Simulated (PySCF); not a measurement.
**Electronic structure of B (boron, neutral) at the UHF level**

Configuration: [He] 2s2 2p1, 2P determinant. All numbers are calculated (PySCF 2.14, no relativity, point nucleus, in 6-31G* (3s2p1d, 14 functions)).

* Total energy: -24.521972 hartree
* One-electron energy: -32.4362 hartree
* Hartree (Coulomb) energy: 11.7020 hartree
* Exchange energy: -3.7878 hartree
* Kinetic energy: 24.64225 hartree
* ⟨S²⟩: 0.7538
* ⟨L²⟩: 2.010
* Sum of ⟨r⟩: 6.621 bohr
* Sum of ⟨r²⟩: 14.52 bohr²
* Traceless quadrupole moment −½Σ⟨3z² − r²⟩ along its main axis: -2.14 e·bohr²
* Density at the nucleus (Gaussians lack the cusp): 67.8 bohr⁻³
* Spin density at the nucleus: 0.0277 bohr⁻³
* Langevin diamagnetic susceptibility: -11.5 ×10⁻⁶ cm³/mol
* Time after the integrals: 0.04 s of wall time on 1 thread of Neoverse-V2 (shared host)

```csv
shell,electrons,mean orbital energy (eV),"rms radius, mean of both spins (bohr)"
1s α,1,-208.85,0.379
1s β,1,-208.44,0.379
2s α,1,-14.507,2.11
2s β,1,-11.799,2.11
2p α,1,-8.319,2.30
```
